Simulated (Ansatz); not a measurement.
sulfur difluoride (SMILES FSF) moved off its minimum; all values from Ansatz (a program for electronic structure), cores frozen in correlated methods.
(charge 0, multiplicity 1)
```xyz
3

F     -0.88238    -0.45061    -0.06501
S     -0.03242     0.58208    -0.17021
F      1.13268    -0.31689     0.13673
```

Forces at r2SCAN/def2-TZVPP (eV/Å):

```
atom       Fx       Fy      Fz
----  -------  -------  ------
F1    -12.669  -12.623   1.028
S2      7.683   14.450  -1.948
F3      4.987   -1.827   0.920
```

Task: Give the forces (eV/Å), the total energy and the dipole at CCSD(T)/aug-cc-pV(T+d)Z.

Result: 
```tsv
atom	Fx	Fy	Fz
F1	-12.613	-12.672	1.044
S2	7.735	14.499	-1.952
F3	4.878	-1.828	0.908
```
Energy -597.1048 hartree, dipole 0.75 D.
